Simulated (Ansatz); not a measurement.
CH2Cl5Si2 (SMILES Cl[Si](Cl)C[Si](Cl)(Cl)Cl), doublet, at a GFN2-xTB geometry; PBE/STO-3G in Ansatz (a first-principles code).

Ansatz was given this input:
Ansatz 0.2 input:
```yaml
crystal:
  periodic: [false, false, false]
  atoms:
    - {symbol: Cl, position_ang: [3.41525895, -1.34409871, -0.27085055]}
    - {symbol: Si, position_ang: [1.74669864, -0.28088033, -0.75186272]}
    - {symbol: Cl, position_ang: [1.94499597, 1.60955830, -0.04047943]}
    - {symbol: C, position_ang: [0.24015503, -1.15886881, 0.05257970]}
    - {symbol: Si, position_ang: [-1.35818607, -0.12608024, 0.18853658]}
    - {symbol: Cl, position_ang: [-1.19850249, 1.18695867, 1.71029326]}
    - {symbol: Cl, position_ang: [-2.91472829, -1.36456811, 0.55088283]}
    - {symbol: Cl, position_ang: [-1.68554634, 0.86518030, -1.53683948]}
    - {symbol: H, position_ang: [0.03314168, -2.07281011, -0.50320774]}
    - {symbol: H, position_ang: [0.54162996, -1.47804627, 1.05318232]}
basis:
  gaussian:
    orbitals: STO-3G
hamiltonian:
  xc: pbe
magnetization: {spin_polarized: true, initial_magnetization: 1}
accuracy: high
```

Output, abridged:

```
Functional definition: PBE
1519 factors; integrals over basis functions are off by at most 1.9e-8 eV
mean field evaluation 1: about -78521.6390 eV, gradient 3.0e1 eV
mean field evaluation 2: about -78513.4232 eV, gradient 4.5e1 eV
mean field evaluation 4: about -78529.1621 eV, gradient 3.0e0 eV
mean field evaluation 8: about -78529.1560 eV, gradient 2.3e-2 eV
mean field evaluation 16: about -78529.1560 eV, gradient 3.8e-6 eV
mean field -78529.15596435 eV, -2885.8932527161 hartree, gradient 2.8e-8 eV, S^2 0.750790; 0 other end points of the search recorded, 0 dependent functions left out
reference -78529.15596710 eV, -2885.8932528171 hartree; 61, 60 occupied and 9, 10 virtual orbitals, 1519 factors
Total energy: -78529.15596710 eV, -2885.8932528171 hartree
```
